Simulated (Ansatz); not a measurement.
`C[CH2][GeH3]` + H–F → `F[CH2][GeH3]` + CH₄ at 600 K and 1 bar (substitution at a C–C bond).

Isolated molecules relaxed with PBE0-D4/def2-TZVP in Ansatz; ΔE leaves out vibrations. CBS: MP2 limit from def2 TZ/QZ plus the TZ coupled-cluster correction, frozen cores. This one scheme is used for every species. For Ge outer-core shells are correlated without core-valence functions, which leaves a few kJ/mol of doubt a bond. Scalar relativity is left out up to krypton.

```tsv
species	CCSD(T)/CBS energy (Eh)	H − E (kJ/mol)	S (J/(mol·K))
`C[CH2][GeH3]`	-2157.02491	285.2	392.4
H–F	-100.39570	42.3	194.0
`F[CH2][GeH3]`	-2216.93494	183.5	368.2
CH₄	-40.46206	140.4	215.7
```

H − E and S are ideal-gas, rigid-rotor, harmonic terms from PBE0-D4/def2-TZVP. 1 Eh = 2625.50 kJ/mol, R = 8.31446 J/(mol·K).

**Question.** By hand: ΔE, ΔH, ΔS and ΔG.

**Answer.** ΔE = (-2216.93494) + (-40.46206) − (-2157.02491) − (-100.39570) = 0.02361 Eh = 62.0 kJ/mol. Δ(H − E) = 183.5 + 140.4 − 285.2 − 42.3 = -3.6, so ΔH = 58.4 kJ/mol. ΔS = 368.2 + 215.7 − 392.4 − 194.0 = -2.5 J/(mol·K). ΔG = 58.4 − 600 × (-2.5)/1000 = 59.9 kJ/mol.

**Question.** By hand: the equilibrium constant, and the temperature at which ΔG would vanish if ΔH and ΔS stayed fixed.

**Answer.** log₁₀ K = −ΔG/(RT ln 10) = -5.2. ΔH and −TΔS have one sign here, so there is no such temperature. One of them is within its doubt of zero, so this could turn.

The number of gas molecules stays the same, so ΔS is small and ΔH decides. A doubt of 5 kJ/mol in ΔE shifts log₁₀ K by 0.4 here. These are equilibria of isolated gas molecules and say nothing of rates. Largest T1 diagnostic: 0.011 (customary marks: 0.02 for closed shells, 0.045 for open ones).
